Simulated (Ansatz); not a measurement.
`[O]=[Mo]([OH])(=[S])[Cl]` + CH₄ → `[CH3][Mo](=[O])([OH])=[S]` + HCl at 600 K and 1 bar (formal exchange of groups at a Mo–Cl bond).

Computed with Ansatz on PBE0-D4/def2-TZVP structures; ΔE is electronic, products minus reactants. CCSD(T)/CBS is the MP2 limit (def2-TZVPP, def2-QZVPP) plus CCSD(T) − MP2 in def2-TZVPP, frozen cores. This one scheme is used for every species. Elements past krypton have def2 core potentials. For Mo outer-core shells are correlated without core-valence functions, which leaves a few kJ/mol of doubt a bond. One conformer a species, not always the lowest.

```json
{"species": "`[O]=[Mo]([OH])(=[S])[Cl]`", "CCSD(T)/CBS energy (Eh)": "-1076.80343", "H − E (kJ/mol)": "104.8", "S (J/(mol·K))": "424.4"}
{"species": "CH₄", "CCSD(T)/CBS energy (Eh)": "-40.46206", "H − E (kJ/mol)": "140.4", "S (J/(mol·K))": "215.7"}
{"species": "`[CH3][Mo](=[O])([OH])=[S]`", "CCSD(T)/CBS energy (Eh)": "-656.83361", "H − E (kJ/mol)": "204.1", "S (J/(mol·K))": "448.9"}
{"species": "HCl", "CCSD(T)/CBS energy (Eh)": "-460.38127", "H − E (kJ/mol)": "35.4", "S (J/(mol·K))": "207.2"}
```

H − E and S are ideal-gas, rigid-rotor, harmonic terms from PBE0-D4/def2-TZVP, for one conformer and one mirror image of each species. 1 Eh = 2625.50 kJ/mol, R = 8.31446 J/(mol·K).

Question: By hand: ΔE, ΔH, ΔS and ΔG.

Answer: ΔE = (-656.83361) + (-460.38127) − (-1076.80343) − (-40.46206) = 0.05061 Eh = 132.9 kJ/mol. Δ(H − E) = 204.1 + 35.4 − 104.8 − 140.4 = -5.7, so ΔH = 127.2 kJ/mol. ΔS = 448.9 + 207.2 − 424.4 − 215.7 = 16.0 J/(mol·K). ΔG = 127.2 − 600 × (16.0)/1000 = 117.6 kJ/mol.

Question: By hand: the equilibrium constant, and the temperature at which ΔG would vanish if ΔH and ΔS stayed fixed.

Answer: log₁₀ K = −ΔG/(RT ln 10) = -10.2. ΔG = 0 at ΔH/ΔS = 7950 K, far beyond where these terms or the molecules hold.

ΔH outweighs TΔS. A doubt of 5 kJ/mol in ΔE shifts log₁₀ K by 0.4 here. Other conformers and mirror images would add mixing entropy, several J/(mol·K) or more a flexible species. These are equilibria of isolated gas molecules and say nothing of rates. Largest T1 diagnostic: 0.025 (customary marks: 0.02 for closed shells, 0.045 for open ones).
